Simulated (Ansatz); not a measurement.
`c1ccc(-c2ccc(-c3ccc(-c4ccc(-c5ccc(-c6ccc(-c7ccc(-c8ccc(-c9ccccc9)cc8)cc7)cc6)cc5)cc4)cc3)cc2)cc1` with charge +1. The state is a doublet with charge 1. Geometry PBE-D4/def2-SVP, that of the neutral singlet; atoms count from 1.

```xyz
92

C    -3.403   10.110  -15.475
C    -3.922   10.517  -14.234
C    -3.673    9.759  -13.082
C    -2.898    8.577  -13.142
C    -2.634    7.776  -11.922
C    -1.408    7.096  -11.742
C    -1.158    6.342  -10.592
C    -2.123    6.228   -9.564
C    -1.858    5.429   -8.346
C    -2.407    5.793   -7.095
C    -2.157    5.039   -5.945
C    -1.344    3.883   -5.987
C    -1.077    3.086   -4.769
C    -2.045    2.958   -3.747
C    -1.793    2.206   -2.597
C    -0.557    1.544   -2.408
C    -0.288    0.749   -1.188
C    -0.859    1.098    0.058
C    -0.604    0.349    1.209
C     0.237   -0.787    1.175
C     0.511   -1.579    2.396
C     1.760   -2.210    2.597
C     2.020   -2.955    3.750
C     1.042   -3.111    4.760
C     1.318   -3.901    5.981
C     0.298   -4.643    6.622
C     0.559   -5.390    7.774
C     1.852   -5.431    8.346
C     2.128   -6.222    9.567
C     1.445   -7.433    9.828
C     1.707   -8.179   10.981
C     2.664   -7.753   11.930
C     2.942   -8.546   13.152
C     1.915   -9.274   13.797
C     2.178  -10.023   14.952
C     3.474  -10.062   15.491
C     4.505   -9.345   14.862
C     4.242   -8.596   13.708
C     3.347   -6.543   11.669
C     3.085   -5.796   10.517
C     2.871   -4.688    7.706
C     2.611   -3.943    6.553
C    -0.208   -2.482    4.558
C    -0.466   -1.734    3.406
C     0.808   -1.136   -0.071
C     0.552   -0.388   -1.222
C     0.411    1.673   -3.430
C     0.158    2.423   -4.581
C    -0.795    3.519   -7.238
C    -1.046    4.272   -8.388
C    -3.350    6.908   -9.745
C    -3.599    7.663  -10.895
C    -2.383    8.181  -14.398
C    -2.632    8.938  -15.551
H    -3.599   10.705  -16.380
H    -4.520   11.439  -14.161
H    -4.061   10.103  -12.111
H    -0.619    7.192  -12.504
H    -0.177    5.858  -10.470
H    -3.012    6.709   -7.016
H    -2.570    5.375   -4.982
H    -3.032    3.428   -3.876
H    -2.586    2.098   -1.841
H    -1.487    1.998    0.132
H    -1.036    0.673    2.168
H     2.551   -2.097    1.840
H     2.999   -3.445    3.864
H    -0.717   -4.648    6.196
H    -0.263   -5.942    8.254
H     0.720   -7.815    9.094
H     1.183   -9.135   11.132
H     0.890   -9.228   13.401
H     1.359  -10.574   15.441
H     3.680  -10.650   16.398
H     5.527   -9.376   15.270
H     5.064   -8.061   13.208
H     4.071   -6.160   12.404
H     3.609   -4.840   10.366
H     3.893   -4.710    8.112
H     3.425   -3.364    6.092
H    -0.987   -2.566    5.330
H    -1.457   -1.272    3.275
H     1.438   -2.036   -0.144
H     0.983   -0.713   -2.181
H     1.399    1.204   -3.302
H     0.950    2.531   -5.337
H    -0.189    2.604   -7.317
H    -0.634    3.935   -9.351
H    -4.139    6.812   -8.985
H    -4.579    8.148  -11.018
H    -1.801    7.250  -14.475
H    -2.228    8.605  -16.519
```

Single mean-field runs in def2-SVP are fitted with def2-universal-jkfit.

Question: Estimate the Mulliken populations of the heavy atoms from the PBE0/def2-SVP orbitals of Ansatz.

Answer: 
```csv
atom,charge (e),spin (α − β)
C1,-0.01,0.04
C2,-0.02,-0.02
C3,-0.03,0.03
C4,0.01,0.00
C5,0.04,0.07
C6,-0.03,-0.01
C7,-0.03,0.02
C8,0.03,0.03
C9,0.04,0.06
C10,-0.03,0.00
C11,-0.03,0.01
C12,0.03,0.05
C13,0.03,0.05
C14,-0.02,0.01
C15,-0.03,0.01
C16,0.04,0.05
C17,0.04,0.05
C18,-0.03,0.01
C19,-0.02,0.01
C20,0.03,0.05
C21,0.03,0.05
C22,-0.02,0.01
C23,-0.02,0.01
C24,0.03,0.05
C25,0.03,0.05
C26,-0.02,0.01
C27,-0.02,0.00
C28,0.03,0.06
C29,0.03,0.03
C30,-0.03,0.02
C31,-0.03,-0.01
C32,0.04,0.07
C33,0.01,0.00
C34,-0.03,0.03
C35,-0.02,-0.02
C36,-0.01,0.05
C37,-0.02,-0.02
C38,-0.03,0.03
C39,-0.03,-0.01
C40,-0.03,0.02
C41,-0.02,0.00
C42,-0.02,0.01
C43,-0.02,0.01
C44,-0.02,0.01
C45,-0.02,0.01
C46,-0.03,0.01
C47,-0.03,0.01
C48,-0.02,0.01
C49,-0.03,0.01
C50,-0.03,0.00
C51,-0.03,0.02
C52,-0.03,-0.01
C53,-0.03,0.02
C54,-0.02,-0.02
```
Mulliken values depend strongly on the basis.

Question: Where does the spin sit?

Answer: Summed by element: C 1.02, H -0.02, of 1 unpaired in all. Largest on single atoms: C32 0.07, C5 0.07, C28 0.06.

Question: And the Mayer bond orders between heavy atoms (over 0.3, the first 40 of 62)?

Answer: C1–C2 1.38 (1.40 Å); C1–C54 1.38 (1.40 Å); C2–C3 1.41 (1.40 Å); C3–C4 1.36 (1.41 Å); C4–C5 1.03 (1.48 Å); C4–C53 1.36 (1.41 Å); C5–C6 1.34 (1.41 Å); C5–C52 1.34 (1.41 Å); C6–C7 1.43 (1.40 Å); C7–C8 1.33 (1.41 Å); C8–C9 1.05 (1.48 Å); C8–C51 1.33 (1.41 Å); C9–C10 1.33 (1.41 Å); C9–C50 1.33 (1.41 Å); C10–C11 1.44 (1.40 Å); C11–C12 1.33 (1.41 Å); C12–C13 1.05 (1.48 Å); C12–C49 1.33 (1.41 Å); C13–C14 1.33 (1.41 Å); C13–C48 1.33 (1.41 Å); C14–C15 1.44 (1.40 Å); C15–C16 1.33 (1.41 Å); C16–C17 1.05 (1.48 Å); C16–C47 1.33 (1.41 Å); C17–C18 1.33 (1.41 Å); C17–C46 1.33 (1.41 Å); C18–C19 1.44 (1.40 Å); C19–C20 1.33 (1.41 Å); C20–C21 1.05 (1.48 Å); C20–C45 1.33 (1.41 Å); C21–C22 1.33 (1.41 Å); C21–C44 1.33 (1.41 Å); C22–C23 1.44 (1.40 Å); C23–C24 1.33 (1.41 Å); C24–C25 1.05 (1.48 Å); C24–C43 1.33 (1.41 Å); C25–C26 1.33 (1.41 Å); C25–C42 1.33 (1.41 Å); C26–C27 1.44 (1.40 Å); C27–C28 1.33 (1.41 Å).
